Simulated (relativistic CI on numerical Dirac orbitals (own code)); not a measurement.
Judd-Ofelt analysis for Tb4+

Calculated at this level of theory: Dirac-Coulomb-Breit CI, KLI orbitals optimised for each configuration, model QED, valence Slater integrals scaled by 0.85 (own radial code, finite nucleus).

Configuration 4f7 alone, in intermediate coupling. Take Ω₂ = 1.27, Ω₄ = 5.97, Ω₆ = 3.09 (10⁻²⁰ cm²) and refractive index n = 1.64 as given. A_ED = 64π⁴e²ν³ n(n² + 2)²/[27h(2J + 1)] Σ Ω_λ |U^λ|², in Gaussian units with ν in cm⁻¹, and A_MD is n³ times the free-ion magnetic-dipole rate; a dash marks a rate that is forbidden or under 2 % of the level's free-ion decay.

Emitting level 6D°_9/2 at 43378 cm⁻¹ (radiative decay alone: multiphonon quenching in a host is left out, and the level can lie too high or too low):

| To | ν (cm⁻¹) | U² squared | U⁴ squared | U⁶ squared | Free-ion A(M1) (s⁻¹) |
| --- | --- | --- | --- | --- | --- |
| 8S°_7/2 | 43378 | 0.0075 | 0.0002 | 0.0000 | 0.559 |
| 6P°_7/2 | 8639 | 0.1831 | 0.0221 | 0.0000 | 3.04 |
| 6P°_5/2 | 7845 | 0.1971 | 0.0018 | 0.0003 | - |
| 6P°_3/2 | 7106 | 0.0000 | 0.0021 | 0.0001 | - |
| 6I°_7/2 | 5302 | 0.0005 | 0.0014 | 0.0044 | - |
| 6I°_17/2 | 4844 | 0.0000 | 0.0137 | 0.0394 | - |
| 6I°_9/2 | 4835 | 0.0010 | 0.0064 | 0.0094 | - |
| 6I°_11/2 | 4471 | 0.0014 | 0.0185 | 0.0071 | - |
| 6I°_15/2 | 4350 | 0.0000 | 0.0311 | 0.0089 | - |
| 6I°_13/2 | 4283 | 0.0002 | 0.0299 | 0.0002 | - |

(1) Give the rates, branching ratios and the radiative lifetime.

Answers

(1) The rates are:

```json
{"To": "8S°_7/2", "λ (nm)": "231", "A_ED (s⁻¹)": "247", "A_MD (s⁻¹)": "2.47", "β (%)": "63.7"}
{"To": "6P°_7/2", "λ (nm)": "1158", "A_ED (s⁻¹)": "68.1", "A_MD (s⁻¹)": "13.4", "β (%)": "20.8"}
{"To": "6P°_5/2", "λ (nm)": "1275", "A_ED (s⁻¹)": "36.7", "A_MD (s⁻¹)": "0", "β (%)": "9.4"}
{"To": "6P°_3/2", "λ (nm)": "1407", "A_ED (s⁻¹)": "1.32", "A_MD (s⁻¹)": "0", "β (%)": "0.3"}
{"To": "6I°_7/2", "λ (nm)": "1886", "A_ED (s⁻¹)": "0.976", "A_MD (s⁻¹)": "0", "β (%)": "0.2"}
{"To": "6I°_17/2", "λ (nm)": "2065", "A_ED (s⁻¹)": "6.71", "A_MD (s⁻¹)": "0", "β (%)": "1.7"}
{"To": "6I°_9/2", "λ (nm)": "2068", "A_ED (s⁻¹)": "2.24", "A_MD (s⁻¹)": "0", "β (%)": "0.6"}
{"To": "6I°_11/2", "λ (nm)": "2237", "A_ED (s⁻¹)": "3.47", "A_MD (s⁻¹)": "0", "β (%)": "0.9"}
{"To": "6I°_15/2", "λ (nm)": "2299", "A_ED (s⁻¹)": "5.09", "A_MD (s⁻¹)": "0", "β (%)": "1.3"}
{"To": "6I°_13/2", "λ (nm)": "2335", "A_ED (s⁻¹)": "4.09", "A_MD (s⁻¹)": "0", "β (%)": "1.0"}
```

τ_rad = 2.56e-03 s. Computed level positions enter as ν³, so measured ones would change the rates. For the strongest line (231 nm) and an assumed effective width Δλ = 1.6 nm (300 cm⁻¹), the Füchtbauer-Ladenburg formula σ = λ⁴A/(8πcn²Δλ) gives a peak emission cross-section of 0.022 × 10⁻²⁰ cm².
